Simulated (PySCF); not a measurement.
C3H8OSi2, SMILES CO[Si@@H]1C=C[SiH2]1. Atoms are numbered in the order given.

```xyz
14

C      2.9663    -0.4385     0.2652
O      1.7482     0.2689     0.2361
Si     0.2268    -0.3903     0.4199
C     -0.7057    -0.9457    -1.1292
C     -1.8226    -0.1709    -1.1358
Si    -1.6271     1.0372     0.3178
H      3.7854     0.2687     0.4714
H      3.1739    -0.9292    -0.7037
H      2.9769    -1.2166     1.0523
H      0.3255    -1.4627     1.4630
H     -0.5151    -1.7243    -1.8805
H     -2.6271    -0.2843    -1.8752
H     -2.7134     1.0121     1.3451
H     -1.4153     2.4579    -0.0907
```

Geometry: B3LYP-D3(BJ)/def2-SVP. The structure was generated by enumeration; whether it is a known compound was not checked. Other conformers were not sampled.

Level of theory: TDDFT-LC-ωPBE/def2-SVPD (PySCF).

Vertical excitations. 

| state | energy (eV) | λ (nm) | f | main pairs |
|---|---|---|---|---|
| S1 | 5.82 | 213 | 0.002 | HOMO→LUMO 60 %, HOMO−1→LUMO 22 % |
| S2 | 6.10 | 203 | 0.002 | HOMO−1→LUMO 50 %, HOMO→LUMO 32 %, HOMO−3→LUMO 11 % |
| S3 | 6.70 | 185 | 0.010 | HOMO−2→LUMO 53 %, HOMO→LUMO+1 30 % |
| S4 | 6.94 | 179 | 0.074 | HOMO→LUMO+4 53 %, HOMO→LUMO+1 20 %, HOMO−2→LUMO 12 % |
| S5 | 7.26 | 171 | 0.080 | HOMO→LUMO+3 23 %, HOMO→LUMO+2 20 %, HOMO→LUMO+4 10 %, HOMO→LUMO+1 9 % |
| S6 | 7.37 | 168 | 0.004 | HOMO−3→LUMO 21 %, HOMO−1→LUMO+4 17 %, HOMO−1→LUMO+1 13 %, HOMO−6→LUMO 11 % |
| S7 | 7.54 | 164 | 0.040 | HOMO−1→LUMO+1 22 %, HOMO−1→LUMO+4 17 %, HOMO−6→LUMO 16 %, HOMO−5→LUMO 7 % |
| S8 | 7.75 | 160 | 0.164 | HOMO−2→LUMO+1 35 %, HOMO→LUMO+1 11 %, HOMO→LUMO+2 11 % |
| S9 | 7.85 | 158 | 0.417 | HOMO−2→LUMO+1 28 %, HOMO→LUMO+4 15 %, HOMO→LUMO+1 10 %, HOMO→LUMO+2 9 % |
| S10 | 7.96 | 156 | 0.003 | HOMO−1→LUMO+4 32 %, HOMO−1→LUMO+1 24 %, HOMO−2→LUMO+4 7 %, HOMO−2→LUMO+3 6 % |
| T1 | 4.06 | 305 | 0 | HOMO−2→LUMO 74 % |
| T2 | 5.24 | 237 | 0 | HOMO−1→LUMO 49 %, HOMO→LUMO 19 %, HOMO−3→LUMO 16 % |
| T3 | 5.67 | 219 | 0 | HOMO→LUMO 51 %, HOMO→LUMO+4 16 %, HOMO−1→LUMO 11 % |
| T4 | 5.89 | 211 | 0 | HOMO→LUMO+1 41 %, HOMO→LUMO+4 17 %, HOMO→LUMO 9 % |
Triplets are in the Tamm–Dancoff approximation, which puts them higher than full response would, so one can lie above its singlet here.
